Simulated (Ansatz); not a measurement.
Errors in the atomisation enthalpy at 298 K

6 molecules with two or more fluorines; the atomisation enthalpy at 298 K in kJ/mol, computed less measured. Shapes, held fixed at every level: PBE0-D4/def2-TZVP. Thermal terms are harmonic and unscaled (PBE0-D4/def2-TZVP); the spin-orbit lowering of the free atoms is taken from their spectra. Programs: Ansatz 0.2.0. Measured values: Active Thermochemical Tables, CRC Handbook of Chemistry and Physics, NIST-JANAF tables.

Levels: A = r2SCAN-D4/def2-TZVPP; B = r2SCAN0-D4/def2-TZVPP; C = B2PLYP/def2-TZVPP; D = MP2/def2-TZVPP.

```csv
molecule,from tabulated heats,A,B,C,D
CClF3 (SMILES FC(F)(F)Cl),1787,+26,-56,-33,+50
GeF4 (tetrafluorogermane),1880,+20,-66,-10,+106
SF4 (sulfur tetrafluoride),1358,+38,-77,-34,+40
C2F3N (cyanotrifluoromethane),2640,+9,-112,-21,+66
"C2H3F3 (1,1,1-trifluoroethane)",3070,+25,-53,-29,+26
C4F8 (SMILES FC1(F)C(F)(F)C(F)(F)C1(F)F),5045,+81,-130,-67,+144
```

Q: Which level does best on this set, which worst, and which err to one side?

A: 
| level | kind | mean error | mean absolute error | worst case |
| --- | --- | --- | --- | --- |
| r2SCAN-D4/def2-TZVPP | meta-GGA | +33.2 | 33.2 | C4F8 |
| r2SCAN0-D4/def2-TZVPP | global hybrid | -82.3 | 82.3 | C4F8 |
| B2PLYP/def2-TZVPP | double hybrid | -32.3 | 32.3 | C4F8 |
| MP2/def2-TZVPP | perturbation theory | +72.0 | 72.0 | C4F8 |

On this set B2PLYP/def2-TZVPP has the smallest mean absolute error and r2SCAN0-D4/def2-TZVPP the largest. r2SCAN-D4/def2-TZVPP is too high in 6 of 6; r2SCAN0-D4/def2-TZVPP is too low in 6 of 6; B2PLYP/def2-TZVPP is too low in 6 of 6; MP2/def2-TZVPP is too high in 6 of 6. The heats of GeF4, C2F3N, C2H3F3, C4F8 come from older tables and can be uncertain by 10 kJ/mol or more. The tabulated value of SF4 is in doubt (older tables, estimates, or at odds with other calculations) and kept here. Over the 5 molecules whose values aren't doubted the mean absolute errors are A 32.2; B 83.4; C 32.0; D 78.4. The smallest two are near a tie. Correlated wave functions converge slowly with the basis. Relativity is left out for Ge. Outer-core shells of Ge are correlated in most correlated rows, in sets that cover them unevenly. The set is small.
